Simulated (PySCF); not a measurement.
## How the method moves the HOMO and LUMO of (CH3CH2)2CF2

Species: (CH3CH2)2CF2, C5H10F2.
Structure used (PBE0-D3(BJ)/def2-SVP), in Å, numbered top down from 1:
```xyz
17
C5H10F2 angstrom
C     -2.280   -0.350   -0.111
C     -0.827   -0.573    0.270
C     -0.026    0.713    0.315
F     -0.632    1.579    1.180
F     -0.083    1.310   -0.914
C      1.428    0.589    0.724
C      2.278   -0.248   -0.215
H     -2.355    0.125   -1.099
H     -2.826   -1.304   -0.147
H     -2.780    0.305    0.617
H     -0.748   -1.047    1.262
H     -0.337   -1.250   -0.447
H      1.812    1.621    0.777
H      1.454    0.190    1.751
H      2.200    0.126   -1.246
H      1.978   -1.307   -0.214
H      3.337   -0.207    0.079
```

Basis pcSseg-1 throughout (PySCF), one geometry. Geometry: PBE0-D3(BJ)/def2-SVP, one conformer, isolated molecule.

How do the orbital energies, the gap and the dipole change with the method?

```
   method                    kind  HOMO (eV)  LUMO (eV)  gap (eV)  μ (D)  SCF cycles
     OPBE                     GGA      -7.34       0.84      8.18   2.04          14
     BLYP                     GGA      -7.35       0.55      7.90   2.05          13
      PBE                     GGA      -7.41       0.55      7.97   2.04          14
    B97-D                     GGA      -7.47       0.70      8.18   2.09          14
      KT3                     GGA      -7.57       0.43      8.00   2.04          14
     PBE0           global hybrid      -9.03       1.39     10.42   2.21          12
CAM-B3LYP  range-separated hybrid     -10.50       2.21     12.71   2.24          12
BHandHLYP           global hybrid     -10.56       2.05     12.61   2.35          12
  wB97X-D  range-separated hybrid     -10.97       3.21     14.18   2.25          12
```

The HOMO spans 3.63 eV, from OPBE down to wB97X-D, and the gap runs from 7.90 eV (BLYP) to 14.18 eV (wB97X-D). Over the methods OPBE (0 %), BLYP (0 %), PBE (0 %), B97-D (0 %), KT3 (0 %), PBE0 (25 %), BHandHLYP (50 %), a straight line through the gap against the share of exact exchange rises by 0.92 eV for each 10 % (correlation coefficient 0.998). The dipole ranges from 2.04 D (OPBE) to 2.35 D (BHandHLYP). This basis has no diffuse functions.

The vertical ΔSCF ionisation energy at PBE0/def2-SVPD is 11.08 eV; −ε(HOMO) comes closest to it with wB97X-D (10.97 eV).
